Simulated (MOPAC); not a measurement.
MOPAC input (PM6):

```
PM6 1SCF UHF MS=0.5 GEO-OK AUX(PRECISION=9) THREADS=1
H4FSi2

F    -1.52244200 1   -0.83319800 1   -0.53394400 1
Si   -0.72998500 1    0.27288700 1    0.33013100 1
Si    1.54816000 1    0.12168400 1   -0.15073000 1
H    -1.23081600 1    1.61036900 1   -0.05946200 1
H    -1.05620800 1    0.01322300 1    1.75245800 1
H     2.28009400 1    1.38124800 1    0.13680300 1
H     2.25445400 1   -1.03005800 1    0.46407800 1
```

Output:

```
 *******************************************************************************
 **                                                                           **
 **                              MOPAC v23.2.5                                **
 **                                                                           **
 *******************************************************************************
 ** MOPAC's Digital Object Identifier: https://doi.org/10.5281/zenodo.6511958 **
 **                                                                           **
 ** Please cite the open-source release paper for use of this MOPAC version:  **
 ** J. E. Moussa and J. J. P. Stewart (2026)                                  **
 ** MOPAC: An open-source semiempirical molecular orbital program             **
 ** J. Open Source Softw., 11(119), 8025, https://doi.org/10.21105/joss.08025 **
 *******************************************************************************

                              PM6 CALCULATION RESULTS

 *******************************************************************************
 *  PM6        - The PM6 Hamiltonian to be used
 *  GEO-OK     - OVERRIDE INTERATOMIC DISTANCE AND OTHER SAFETY CHECKS
 *  UHF        - UNRESTRICTED HARTREE-FOCK CALCULATION
 *  MS=        - IN MECI, MAGNETIC COMPONENT OF SPIN =  0.5
 *  1SCF       - DO 1 SCF AND THEN STOP
 *  AUX        - OUTPUT AUXILIARY INFORMATION
 *******************************************************************************
PM6 1SCF UHF MS=0.5 GEO-OK AUX(PRECISION=9) THREADS=1
 H4FSi2

   ATOM   CHEMICAL          X               Y               Z
  NUMBER   SYMBOL      (ANGSTROMS)     (ANGSTROMS)     (ANGSTROMS)

     1       F         -1.52244200  *  -0.83319800  *  -0.53394400  *
     2      Si         -0.72998500  *   0.27288700  *   0.33013100  *
     3      Si          1.54816000  *   0.12168400  *  -0.15073000  *
     4       H         -1.23081600  *   1.61036900  *  -0.05946200  *
     5       H         -1.05620800  *   0.01322300  *   1.75245800  *
     6       H          2.28009400  *   1.38124800  *   0.13680300  *
     7       H          2.25445400  *  -1.03005800  *   0.46407800  *

          CARTESIAN COORDINATES

    NO.       ATOM           X           Y           Z

     1         F         -1.5224     -0.8332     -0.5339
     2        Si         -0.7300      0.2729      0.3301
     3        Si          1.5482      0.1217     -0.1507
     4         H         -1.2308      1.6104     -0.0595
     5         H         -1.0562      0.0132      1.7525
     6         H          2.2801      1.3812      0.1368
     7         H          2.2545     -1.0301      0.4641

 General Reference for PM6:
 "Optimization of Parameters for Semiempirical Methods V: Modification of NDDO Approximations
 and Application to 70 Elements", J. J. P. Stewart, J. Mol. Mod., 13, 1173-1213 (2007)
 URL: https://link.springer.com/article/10.1007/s00894-007-0233-4

           Empirical Formula: H4 F Si2  =     7 atoms

      MOLECULAR POINT GROUP   :   C1

          UHF CALCULATION, NO. OF ALPHA ELECTRONS =   10
                           NO. OF BETA  ELECTRONS =    9

 -------------------------------------------------------------------------------
 PM6 1SCF UHF MS=0.5 GEO-OK AUX(PRECISION=9) THREADS=1
 H4FSi2

     1SCF WAS SPECIFIED, SO BFGS WAS NOT USED
     SCF FIELD WAS ACHIEVED

                              PM6 CALCULATION
                                                       MOPAC v23.2.5 Linux

          FINAL HEAT OF FORMATION =        -39.84220 KCAL/MOL =    -166.69976 KJ/MOL

          COSMO AREA              =        121.06 SQUARE ANGSTROMS
          COSMO VOLUME            =        113.50 CUBIC ANGSTROMS

          IONIZATION POTENTIAL    =          7.161107 EV
          ALPHA SOMO LUMO (EV)    =         -7.161 -0.753
          BETA  SOMO LUMO (EV)    =         -9.368 -1.799
          NO. OF ALPHA ELECTRONS  =         10
          NO. OF BETA  ELECTRONS  =          9
          MOLECULAR WEIGHT        =         79.2010         POINT GROUP:  C1

          MOLECULAR DIMENSIONS (Angstroms)

            Atom       Atom       Distance
            H     6    F     1     4.45117
            H     7    H     4     4.04427
            H     5   Si     3     2.30349

          SCF CALCULATIONS        =          1

   ATOM   CHEMICAL          X               Y               Z
  NUMBER   SYMBOL      (ANGSTROMS)     (ANGSTROMS)     (ANGSTROMS)

     1       F         -1.52244200  *  -0.83319800  *  -0.53394400  *
     2      Si         -0.72998500  *   0.27288700  *   0.33013100  *
     3      Si          1.54816000  *   0.12168400  *  -0.15073000  *
     4       H         -1.23081600  *   1.61036900  *  -0.05946200  *
     5       H         -1.05620800  *   0.01322300  *   1.75245800  *
     6       H          2.28009400  *   1.38124800  *   0.13680300  *
     7       H          2.25445400  *  -1.03005800  *   0.46407800  *

                             CARTESIAN COORDINATES

   1    F       -1.522442000    -0.833198000    -0.533944000
   2   Si       -0.729985000     0.272887000     0.330131000
   3   Si        1.548160000     0.121684000    -0.150730000
   4    H       -1.230816000     1.610369000    -0.059462000
   5    H       -1.056208000     0.013223000     1.752458000
   6    H        2.280094000     1.381248000     0.136803000
   7    H        2.254454000    -1.030058000     0.464078000

           Empirical Formula: H4 F Si2  =     7 atoms

      MOLECULAR POINT GROUP   :   C1

          ALPHA EIGENVALUES
 -40.24060 -19.77213 -17.74643 -15.72843 -15.66346 -14.59962 -12.23312 -11.52035
  -9.60389  -7.16111  -0.75322  -0.21674  -0.15051   0.46222   0.74213   1.19749
   1.36020   1.45931   2.15065   2.30410   2.33906   3.09724   3.85211   4.28950
   4.30119   4.56813

           BETA EIGENVALUES
 -40.24236 -19.34455 -17.41925 -15.72165 -15.65889 -14.56075 -12.17559 -11.45758
  -9.36773  -1.79893  -0.65577  -0.10495   0.11245   0.50658   0.88218   1.34194
   1.40845   1.56161   2.33983   2.45297   2.52552   3.17671   4.00575   4.30570
   4.35112   4.61225

              NET ATOMIC CHARGES AND DIPOLE CONTRIBUTIONS

  ATOM NO.   TYPE          CHARGE      No. of ELECS.   s-Pop       p-Pop       d-Pop
    1          F          -0.371274        7.3713     1.93248     5.43879
    2         Si           0.483349        3.5167     1.17480     1.54070     0.80115
    3         Si          -0.088934        4.0889     1.40568     2.44217     0.24109
    4          H          -0.013290        1.0133     1.01329
    5          H          -0.010727        1.0107     1.01073
    6          H           0.002700        0.9973     0.99730
    7          H          -0.001824        1.0018     1.00182
 DIPOLE           X         Y         Z       TOTAL
 POINT-CHG.     0.502     1.991     1.694     2.662
 HYBRID         0.101    -0.943    -0.699     1.178
 SUM            0.602     1.048     0.995     1.565

          ATOMIC ORBITAL ELECTRON POPULATIONS

     Atom    s        px        py        pz      x^2-y^2     xz        z^2       yz        xy
    1  F   1.93248   1.83238   1.78131   1.82510
    2 Si   1.17480   0.51483   0.47473   0.55114   0.22052   0.09295   0.25704   0.11221   0.11842
    3 Si   1.40568   0.82585   0.77441   0.84190   0.06858   0.02263   0.02142   0.03837   0.09009
    4  H   1.01329
    5  H   1.01073
    6  H   0.99730
    7  H   1.00182

                    (SZ)    =    0.500000
                    (S**2)  =    0.753779

          ATOMIC ORBITAL SPIN POPULATIONS

    Atom   Total    s     px     py     pz   x^2-y^2  xz     z^2    yz     xy
         Atomic
    1  F -0.0008 -0.000 -0.002  0.000  0.001
    2 Si  0.0519 -0.001  0.032 -0.003 -0.013  0.007  0.014  0.015  0.001  0.001
    3 Si  0.9460  0.106  0.030  0.030  0.763 -0.001  0.006  0.012  0.002 -0.002
    4  H -0.0008 -0.001
    5  H  0.0219  0.022
    6  H -0.0088 -0.009
    7  H -0.0094 -0.009

 **********************
 *                    *
 * JOB ENDED NORMALLY *
 *                    *
 **********************

 == MOPAC DONE ==
```

The geometry given is a B3LYP-D3(BJ)/def2-TZVP minimum.
